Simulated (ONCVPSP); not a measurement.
**Te (Z = 52), ONCV: configuration errors across variants**

| Property | Result |
| --- | --- |
| Element | Te (Z = 52) |
| Generator | ONCVPSP 4.0.1 |
| Type | optimised norm-conserving Vanderbilt (ONCV) |
| Functional | PBE |
| Relativity | fully relativistic |
| Frozen core | [Kr] |
| Valence charge | 16 |
| Reference configuration | 4d10 5s1.5 5p4.5 |
| Partial waves | 5s: rc 1.50 bohr, ncon 3, nbas 7, qcut 3.6 1/bohr, 1 projector; 5p: rc 2.20 bohr, ncon 4, nbas 8, qcut 3.5 1/bohr, 2 projectors, debl 3.8 Ha; 4d: rc 1.35 bohr, ncon 5, nbas 9, qcut 11.5 1/bohr, 2 projectors, debl 1.9 Ha |
| Local potential | polynomial inside 1.30 bohr (lpopt 5, dvloc0 -1 Ha) |
| Core correction | none |

Open shells are filled in proportion to 2j + 1.

All-electron excitation energies from the reference (eV): (1) 4d10 5s2 5p4 -4.585; (2) 4d10 5s2 5p3 5.164; (3) 4d10 5s2 5p2 23.113; (4) 4d10 5s2 5p3.5 -0.678.

2 further variants failed, have other tests or too few solved ones, and are left out.

A true bound ghost makes a file unfit for plane-wave use even where its test errors are small: the radial tests pick states by their node count and pass the ghost by.

Errors AE − PS in meV (a dash: test not solved or not reliable):

```json
{"change": "base", "(1)": "+1.6", "(2)": "+1.1", "(3)": "+2.5", "(4)": "+1.2", "bound ghosts": "s", "GHOST(+) flags above zero": "p3/2, p1/2"}
{"change": "s: rc 1.42", "(1)": "+1.5", "(2)": "+0.8", "(3)": "+1.9", "(4)": "+1.1", "bound ghosts": "s", "GHOST(+) flags above zero": "p3/2, p1/2"}
{"change": "s: rc 1.62", "(1)": "+0.8", "(2)": "+0.3", "(3)": "+1.7", "(4)": "+0.4", "bound ghosts": "s", "GHOST(+) flags above zero": "p3/2, p1/2"}
{"change": "s: rc 1.82", "(1)": "-0.4", "(2)": "-1.1", "(3)": "+0.4", "(4)": "-0.9", "bound ghosts": "s", "GHOST(+) flags above zero": "p3/2, p1/2"}
{"change": "s: rc 2.02", "(1)": "-1.5", "(2)": "-2.3", "(3)": "+0.3", "(4)": "-2.1", "bound ghosts": "s", "GHOST(+) flags above zero": "p3/2, p1/2"}
```

Q: Give the same row for: s: rc 2.12.

A: -2.3, -2.9, +0.9, -2.9; bound ghosts: s; GHOST(+) flags above zero: p3/2, p1/2.
